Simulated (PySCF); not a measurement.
**Name the molecule from its bond curve**

A diatomic of charge 0 contains Te. Its doublet curve at B3LYP in a double-zeta basis (spin-free X2C with a Gaussian nucleus, PySCF), in eV from the separated fragments:

```csv
R (Å),E (eV)
2.026,-1.162
2.120,-1.938
2.215,-2.368
2.285,-2.529
2.356,-2.590
2.427,-2.576
2.521,-2.474
2.639,-2.259
2.780,-1.932
2.969,-1.460
```

The fit gives ωe = 368 cm⁻¹ and the rotational constant Bₑ = 0.1084 cm⁻¹.

Q: Which atom is the partner?

A: The minimum lies at 2.375 Å, so the reduced mass is 16.8576 u Å² cm⁻¹/(Bₑ·Re²) = 27.57 u. With Te at 129.91 u the partner weighs about 35.0 u: Cl. The molecule is TeCl.

Spin–orbit coupling is left out. The state is the lowest determinant that a PBE0 search found; another state may lie lower at other levels.
